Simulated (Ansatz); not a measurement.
Q: Name a neutral molecule of N, O, V and H with LUMO energy (B3LYP/def2-TZVPP) between -2.05 and -1.75 eV and HOMO energy (PBE0/def2-TZVPP) between -7.35 and -7.05 eV (Ansatz, PBE0-D4/def2-TZVP geometry).

A: `[NH2][V]([NH2])(=[O])[OH]` (-1.96 eV, -7.12 eV); `[NH]=[V]([NH2])([OH])[OH]` (-1.75 eV, -7.33 eV). Other molecules can fit too; these were computed, each in one conformer that needn't be the lowest.

B3LYP here is the variant with VWN-RPA as its local correlation; programs differ in this.
